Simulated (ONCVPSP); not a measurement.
## What one change does to a pseudopotential (lead, ONCV)

Pb (Z = 82), optimised norm-conserving Vanderbilt (ONCV), made with ONCVPSP 4.0.1 (LDA (Perdew-Zunger), fully relativistic). Core [Kr] 4d10 4f14, reference 5s2 5p6 5d10 6s2 6p2. Waves: 5s+6s: rc 1.30 bohr, ncon 4, nbas 7, qcut 9.2 1/bohr, 2 projectors; 5p+6p: rc 1.55 bohr, ncon 3, nbas 7, qcut 8.2 1/bohr, 2 projectors; 5d: rc 1.70 bohr, ncon 5, nbas 10, qcut 8.1 1/bohr, 3 projectors, debl 1.8 Ha. Local part: polynomial inside 1.10 bohr (lpopt 5, dvloc0 1 Ha). Core correction: Teter function, fcfact 3.5, rcfact 1.05.

Open shells are filled in proportion to 2j + 1.

Change: local potential polynomial inside 1.10 bohr (lpopt 5, dvloc0 6 Ha).

Cutoffs: the cutoffs (Ha) at which the residual kinetic energy of the hardest occupied pseudo-wave falls to 1 and 0.1 mHa per electron; they do not see the model core or the augmentation charge, which bear on the density cutoff. Errors are all-electron minus pseudo energies relative to the spin-unpolarised reference configuration.

**Question.** What does the change do?

**Answer.** The potential gets neither clearly harder nor softer (34 Ha and 39 Ha → 34 Ha and 39 Ha); of the 4 tests that both files solve, the error grows in 1 and shrinks in 0 by more than 15 % and 0.3 meV (median size 0.9 → 0.9 meV); the range in which the s phases agree narrows (upper end at the end of the scan → 2.2); neither file shows a bound ghost.

```tsv
quantity	base	changed
cutoff, loose	34 Ha	34 Ha
cutoff, tight	39 Ha	39 Ha
bound ghosts	none	none
GHOST(+) flags under 300 eV	s at 275.4 eV	s at 153.1 eV
error for 5s2 5p6 5d10 6s2 6p1, meV [ΔE 6.96 eV]	+0.3	+0.3
error for 5s2 5p6 5d10 6s2 6p0, meV [ΔE 20.88 eV]	+0.4	+0.2
error for 5s2 5p6 5d10 6s1 6p0, meV [ΔE 53.75 eV]	-1.4	-4.3
error for 5s2 5p6 5d9 6s2 6p2, meV [ΔE 27.22 eV]	+1.7	+1.5
s: phases at 1.32 bohr within 0.05 rad from the reference energy up to (Ha; the scan ends near 5)	to the end of the scan	2.2
p3/2: phases at 1.57 bohr within 0.05 rad from the reference energy up to (Ha; the scan ends near 5)	to the end of the scan	to the end of the scan
p1/2: phases at 1.57 bohr within 0.05 rad from the reference energy up to (Ha; the scan ends near 5)	to the end of the scan	to the end of the scan
d5/2: phases at 1.72 bohr within 0.05 rad from the reference energy up to (Ha; the scan ends near 5)	to the end of the scan	to the end of the scan
d3/2: phases at 1.72 bohr within 0.05 rad from the reference energy up to (Ha; the scan ends near 5)	to the end of the scan	to the end of the scan
rms error of d²Exc/dni dnj with the model core, mHa	5.95	5.97
```
